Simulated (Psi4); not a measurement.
C₄H₇BrOSi (SMILES C=C[Si](O)(Br)C=C), singlet, geometry from GFN2-xTB, atoms displaced at random by about 0.08 Å a coordinate; R2SCAN/STO-3G, gradient (Psi4).

Psi4 was given this input:
```
memory 2 GB

molecule mol {
0 1
C    -2.083887   -1.698671   -0.311051
C    -1.188446   -1.308352   -1.140552
Si    0.256866   -0.225403   -0.619933
O     0.431810    1.045000   -1.593739
Br   -0.497128    0.796955    1.152539
C     1.761753   -1.072683   -0.351914
C     2.985822   -0.643427   -0.751869
H    -2.436576   -1.367551    0.575753
H    -2.973132   -2.333594   -0.751945
H    -1.028462   -1.839193   -2.034302
H    -0.169841    1.620563   -1.954157
H     1.783169   -1.654572    0.512382
H     3.937238   -1.282815   -0.661328
H     3.059057   -0.039722   -1.742928
symmetry c1
no_reorient
no_com
}

set {
  basis sto-3g
  reference rks
}

gradient('r2scan')
print_variables()
```

The log (banner, timings and long lists left out):

```
gradient() will perform analytic gradient computation.

   => Loading Basis Set <=

    Name: STO-3G
    Role: ORBITAL
    Keyword: BASIS

         ---------------------------------------------------------
                                   SCF
               by Justin Turney, Rob Parrish, Andy Simmonett
                          and Daniel G. A. Smith
                              RKS Reference
         ---------------------------------------------------------

  ==> Geometry <==

    Molecular point group: c1
    Full point group: C1

    Geometry (in Angstrom), charge = 0, multiplicity = 1:

       Center              X                  Y                   Z               Mass
    ------------   -----------------  -----------------  -----------------  -----------------
         C           -2.083887000000    -1.698671000000    -0.311051000000    12.000000000000
         C           -1.188446000000    -1.308352000000    -1.140552000000    12.000000000000
         SI           0.256866000000    -0.225403000000    -0.619933000000    27.976926534650
         O            0.431810000000     1.045000000000    -1.593739000000    15.994914619570
         BR          -0.497128000000     0.796955000000     1.152539000000    78.918337600000
         C            1.761753000000    -1.072683000000    -0.351914000000    12.000000000000
         C            2.985822000000    -0.643427000000    -0.751869000000    12.000000000000
         H           -2.436576000000    -1.367551000000     0.575753000000     1.007825032230
         H           -2.973132000000    -2.333594000000    -0.751945000000     1.007825032230
         H           -1.028462000000    -1.839193000000    -2.034302000000     1.007825032230
         H           -0.169841000000     1.620563000000    -1.954157000000     1.007825032230
         H            1.783169000000    -1.654572000000     0.512382000000     1.007825032230
         H            3.937238000000    -1.282815000000    -0.661328000000     1.007825032230
         H            3.059057000000    -0.039722000000    -1.742928000000     1.007825032230

  Running in c1 symmetry.

  Rotational constants: A =      0.05684  B =      0.04016  C =      0.03028 [cm^-1]
  Rotational constants: A =   1703.89467  B =   1203.82930  C =    907.63804 [MHz]
  Nuclear repulsion =  600.905111799019096

  Charge       = 0
  Multiplicity = 1
  Electrons    = 88
  Nalpha       = 44
  Nbeta        = 44

  ==> Algorithm <==

  SCF Algorithm Type is DF.
[...]
  @DF-RKS Final Energy: -3060.94833310973354
    Total Energy =                      -3060.9483331097335395
[...]
    J. W. Furness, A. D. Kaplan, J. Ning, J. P. Perdew, J. Sun  J. Phys. Chem. Lett.  11, 8208–8215, 2020

    Deriv               =              1
    GGA                 =           TRUE
    Meta                =           TRUE

    Exchange Hybrid     =          FALSE
    MP2 Hybrid          =          FALSE

   => Exchange Functionals <=

    1.0000   XC_MGGA_X_R2SCAN

   => Correlation Functionals <=

    1.0000   XC_MGGA_C_R2SCAN

   => LibXC Density Thresholds  <==

    XC_MGGA_C_R2SCAN:  1.00E-15
    XC_MGGA_X_R2SCAN:  1.00E-11

   => Molecular Quadrature <=

    Radial Scheme          =       TREUTLER
    Pruning Scheme         =           NONE
    Nuclear Scheme         =       TREUTLER

    Blocking Scheme        =         OCTREE
    BS radius alpha        =              1
    Pruning alpha          =              1
    Radial Points          =             75
    Spherical Points       =            302
    Total Points           =         294375
    Total Blocks           =           2243
    Max Points             =            256
    Max Functions          =             53
    Weights Tolerance      =       1.00E-15

  -Total Gradient:
     Atom            X                  Y                   Z
    ------   -----------------  -----------------  -----------------
       1        0.115952688217     0.080712377992     0.069160950717
       2       -0.086716340742    -0.029562652200    -0.005273400574
       3        0.080233543940    -0.031847142773     0.023476847551
       4       -0.130607111321     0.061377722344    -0.009944661019
       5        0.008808516218    -0.008562219598    -0.043502851694
       6       -0.068725405279    -0.026623622176     0.003003804686
       7       -0.016411711426     0.025635008105     0.079205807040
       8        0.003872429040    -0.040956571442    -0.084260350591
       9       -0.041634466124    -0.011387929241    -0.017158488244
      10        0.005541487200     0.016047570351     0.039870882932
      11        0.096431872001    -0.063532638463     0.037261261876
      12        0.002941138395     0.042392965786    -0.035883117559
      13        0.025743523443    -0.023318194074    -0.018201994858
      14        0.004049767455     0.007199755274    -0.040640386709

  Variable Map:
  ----------------------------------------------------------------------------
[...]
  Array Variable Map:
  ----------------------------------------------------------------------------
[...]
[...]
```
